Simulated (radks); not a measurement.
The numbers below are computed, except where a source is named.
Problem. These are the eigenvalues of the occupied orbitals of an atom or ion with whole-number occupations (hartree). Code: a radial shooting solver on a logarithmic mesh with Libxc functionals. Model: scalar-relativistic Kohn-Sham, r2SCAN, spin-polarised, spherical densities, finite nucleus; meta-GGA in the generalised Kohn-Sham scheme; Fermi nuclear charge, rms radius of each element as measured or else 0.836 A^(1/3) + 0.57 fm.

1s up: -1255.285
1s down: -1255.285
2s up: -228.4899
2s down: -228.0484
2p up: -209.2526
2p down: -208.9240
3s up: -74.41828
3s down: -73.97463
3p up: -68.15324
3p down: -67.68140
3d up: -59.35317
3d down: -58.75640

Which element is it, and in what charge state? The configuration may be excited. Open shells, if any, are filled with parallel spins first.

Solution. Z = 53, iodine, charge +28: I28+ in [Ar] 3d7. The list shows which subshells hold electrons but not how many an open one holds; the 1s level, -1255.3 hartree, gives Z - s = 50.1 by -(Z - s)^2/2, which with screening and relativity narrows Z to a few neighbours, and the depths of the outer levels then fix element, charge and occupations together.
